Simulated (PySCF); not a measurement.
A calculated (UHF, PySCF 2.14, def2-SVP, no relativity, point nucleus) atom or ion has these occupied shells.

| shell | electrons | orbital energy (eV) | rms radius, mean of both spins (bohr) |
| --- | --- | --- | --- |
| 1s α | 1 | -6553.1 | 0.0713 |
| 1s β | 1 | -6553.0 | 0.0713 |
| 2s α | 1 | -801.97 | 0.305 |
| 2s β | 1 | -798.20 | 0.305 |
| 2p α | 3 | -685.22 | 0.274 |
| 2p β | 3 | -681.58 | 0.274 |
| 3s α | 1 | -117.52 | 0.925 |
| 3s β | 1 | -106.14 | 0.925 |
| 3p α | 3 | -82.336 | 0.992 |
| 3p β | 3 | -68.747 | 0.992 |
| 3d α | 5 | -25.553 | 1.26 |
| 4s α | 1 | -14.659 | 3.17 |

Task: Name the element and its charge.

Result: Mn⁺ (manganese, charge +1), in [Ar] 3d5 4s1, high-spin 7S determinant.
